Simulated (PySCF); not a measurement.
Compound: bromocyclobutane, C4H7Br.
Numbering: `[Br:1][CH:2]1[CH2:3][CH2:4][CH2:5]1` (hydrogens: H6 on C2; H7, H8 on C3; H9, H10 on C4; H11, H12 on C5)

Computed with TDDFT CAM-B3LYP/def2-SVPD, vertical, gas phase, core orbitals frozen in the response (PySCF 2.14.0, density-fitted response routines). Isolated species at its PBE0-D3(BJ)/def2-SVP geometry (one conformer only). The CAM-B3LYP/def2-SVPD calculation is non-relativistic and has no spin–orbit coupling, an omission that weighs most on bromine.

Broadening: Gaussians 0.5 eV wide at half height, area fixed by f = 4.319×10⁻⁹ ∫ε dν̃. The width is an assumption, not a result. The curve ends short of the highest state used, and states not computed would add to its high-energy end.

λ (nm), ε (L mol⁻¹ cm⁻¹) and a bar:
```
    158.3       7595 ###########################
    161.2       8319 ##############################
    164.2       7693 ############################
    167.1       5198 ###################
    170.1       2456 #########
    173.0        873 ###
    176.0        224 #
    178.9         47 
    181.9         10 
    184.8         10 
    187.8         24 
    190.7         48 
    193.7         78 
    196.7        100 
    199.6        105 
    202.6         91 
    205.5         67 
    208.5         42 
    211.4         23 
    214.4         11 
    217.3          5 
    220.3          2 
    223.2          1 
    226.2          0
```

Q: Where are the band maxima, and which computed states make them?

A: 199 nm (6.23 eV), ε about 110, made up of S1 (85%) and S2 (15%); 162 nm (7.66 eV), ε about 8400, made up of S3 (36%) and S4 (55%) (ε in L mol⁻¹ cm⁻¹; maxima over ε = 5, shares over 10%). The states used: S1 6.23 eV (f 0.0017); S2 6.25 eV (f 0.0003); S3 7.59 eV (f 0.059); S4 7.63 eV (f 0.085); S5 8.05 eV (f 0.060); S6 8.09 eV (f 0.014); S7 8.27 eV (f 0.104); S8 8.41 eV (f 0.023); S9 8.41 eV (f 0.0002); S10 8.43 eV (f 0.0008).

Q: On this curve, what absorbance would a 10⁻⁴ mol/L sample give at 193 nm over a 1 cm path?

A: 193 nm is 6.424 eV, where ε is about 71 L mol⁻¹ cm⁻¹, so A = ε c l ≈ 0.0071 (Beer–Lambert, with the gas-phase spectrum and the assumed width).

Q: Coming from long wavelengths, where does ε first pass 100 L mol⁻¹ cm⁻¹?

A: At about 201 nm (6.16 eV), 0.07 eV below S1.

Q: What would ε be at 7.66 eV, the highest of these maxima, with half the width (0.25 eV)?

A: About 13900 L mol⁻¹ cm⁻¹ against 8380, a factor of about 1.7; a lone state at its own centre would give exactly 2.

The vertical ionisation energy (ΔSCF) is 10.15 eV, 1.72 eV above S10.

The run took 74 s of wall time on an Arm Neoverse V2 with one thread, shared host.
